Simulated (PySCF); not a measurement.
```xyz
3
charge 0 multiplicity 2, angstrom
I     0.0000    0.0062    0.0000
H     0.0000   -0.3879    1.7481
H     0.0000   -0.3879   -1.7481
```

All numbers come from PySCF, UPBE0, basis I def2-TZVP with ECP28, H def2-TZVP (scalar-relativistic core potentials, no spin–orbit coupling, density fitting).

This geometry of IH₂ is a stationary point at this level.

Task: What is the point group?

Result: C2v.

Task: Is it a minimum?

Result: Yes: all harmonic wavenumbers are real.

Task: Give the atomic charges and bond orders.

Result: 
| atom | Mulliken | Löwdin | polar tensor | spin (Mulliken) | Mayer order to I1 |
| --- | --- | --- | --- | --- | --- |
| I1 | -0.09 | 0.00 | 0.25 | 0.06 | – |
| H2,3 | 0.04 | 0.00 | -0.13 | 0.47 | 0.65 |

Task: What is the atomisation energy, with and without zero-point energy?

Result: 313 kJ/mol without, 299 kJ/mol with.

Only a few start shapes were tried, so a lower isomer may exist. No spin–orbit coupling is included, which matters more the heavier the element.
